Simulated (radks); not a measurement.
Problem. Species: Ni2+. Configuration: [Ar] 3d8 (the NIST ground configuration). Method: Dirac Kohn-Sham, PBE, spin-unpolarised, spherical densities, point nucleus; open shells are shared between the two j in proportion to 2j + 1; computed with a radial shooting solver on a logarithmic mesh with Libxc functionals. Some entries of the table are withheld. Estimate them.

| orbital | occ. | eigenvalue (hartree) | <r^2> (bohr^2) |
|---|---|---|---|
| 1s1/2 | 2 | -302.4503 | 0.003935 |
| 2s1/2 | 2 | -36.78179 | (1) |
| 2p1/2 | 2 | -32.17482 | 0.05583 |
| 2p3/2 | 4 | -31.53216 | 0.05740 |
| 3s1/2 | 2 | -4.80373 | 0.6338 |
| 3p1/2 | 2 | (2) | 0.7041 |
| 3p3/2 | 4 | (3) | 0.7225 |
| 3d3/2 | 3.2 | -1.04777 | 1.219 |
| 3d5/2 | 4.8 | -1.03876 | 1.234 |

Solution. 
(1) 2s1/2 <r^2> (bohr^2): 0.07073
(2) 3p1/2 eigenvalue (hartree): -3.40135
(3) 3p3/2 eigenvalue (hartree): -3.32047
